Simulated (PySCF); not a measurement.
# Hartree-Fock beside MP2: BF2O anion

These are calculations, not measurements. The program is PySCF 2.14.0, an open-source quantum chemistry code, run on an isolated molecule that a program drew, which may never have been made. The molecule is BF2O anion (charge -1, singlet), drawn as the SMILES string `[O-]B(F)F`.

The geometry was optimised and harmonic frequencies were computed with HF and MP2, all in the aug-cc-pVDZ basis, for the commonest isotopes, with a restricted reference for singlets and an unrestricted one otherwise, and a frozen core in MP2. Each result is a local minimum of its method.

Geometry at the HF minimum:
```xyz
4
BF2O anion, angstrom
O     0.9814    2.4950   -0.9341
B     1.3522    1.2933   -0.9881
F     1.1461    0.3962   -2.0418
F     2.0536    0.5847   -0.0065
```

Lengths of the bonds as drawn, in Å (atoms numbered as above):
```
bond,HF,MP2
O1-B2,1.259,1.289
B2-F3,1.399,1.434
B2-F4,1.399,1.434
```

Rotational constants, in GHz:
| constant | HF | MP2 |
|---|---|---|
| A | 10.64 | 10.19 |
| B | 10.09 | 9.574 |
| C | 5.179 | 4.937 |

Harmonic frequencies in cm^-1, each column in rising order, so a row needn't be the same motion in every method:
| rank | HF | MP2 |
|---|---|---|
| 1 | 494 | 453 |
| 2 | 524 | ? |
| 3 | 768 | 689 |
| 4 | 838 | 761 |
| 5 | 1077 | 976 |
| 6 | 1721 | 1578 |

**Estimate the missing MP2 frequency from the HF column.**

A single factor s that minimises the squared misfit of MP2 against s times HF over the other rows is sum(HF x MP2) / sum(HF^2) = 0.9116, with an rms misfit of 7 cm^-1. For rank 2 it gives 0.9116 x 524 = 478 cm^-1. The calculation gives 472 cm^-1, 6 cm^-1 below the estimate. The drawn bonds are on average 2.5 % longer in MP2 than in HF.
